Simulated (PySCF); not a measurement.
PySCF 2.14 output of an unrestricted r2SCAN calculation on a single atom or ion in aug-cc-pVTZ-PP with one added diffuse shell each of s, p, d, f, g type with ECP60MDF (7s7p6d4f3g, 113 functions), with a scalar-relativistic core potential:

```
SCF conv_tol = 1e-09
number electrons alpha = 10  beta = 6
    J. W. Furness, A. D. Kaplan, J. Ning, J. P. Perdew, and J. Sun.,  J. Phys. Chem. Lett. 11, 8208-8215 (2020)
    J. W. Furness, A. D. Kaplan, J. Ning, J. P. Perdew, and J. Sun.,  J. Phys. Chem. Lett. 11, 9248-9248 (2020)
    J. W. Furness, A. D. Kaplan, J. Ning, J. P. Perdew, and J. Sun.,  J. Phys. Chem. Lett. 11, 8208-8215 (2020)
    J. W. Furness, A. D. Kaplan, J. Ning, J. P. Perdew, and J. Sun.,  J. Phys. Chem. Lett. 11, 9248-9248 (2020)
cycle= 1 E= -104.134083953207  delta_E= -0.00915  |g|= 0.0109  |ddm|= 0.138
cycle= 2 E= -104.134156883723  delta_E= -7.29e-05  |g|= 0.00423  |ddm|= 0.0259
cycle= 3 E= -104.13416124207  delta_E= -4.36e-06  |g|= 0.00278  |ddm|= 0.00461
cycle= 4 E= -104.13416367358  delta_E= -2.43e-06  |g|= 0.000137  |ddm|= 0.00175
cycle= 5 E= -104.134163681223  delta_E= -7.64e-09  |g|= 1.03e-05  |ddm|= 0.00014
cycle= 6 E= -104.134163681277  delta_E= -5.38e-11  |g|= 3.28e-07  |ddm|= 1.5e-05
converged SCF energy = -104.134163681277  <S^2> = 6.002512  2S+1 = 5.0010047
```

The run itself started from symmetry-adapted Hartree-Fock orbitals and held the occupation by maximum overlap, on a logarithmic radial grid, so the iterations belong to that start.

Question: Which element, charge and spin multiplicity is this?

Answer: Ir⁺ (iridium, charge +1), multiplicity 5; the state was [Xe] 4f14 5d7 6s1, high-spin 5F determinant.

Energies and moments cover only the electrons outside the core potential. Spin-orbit coupling, absent here, splits the open shell strongly.
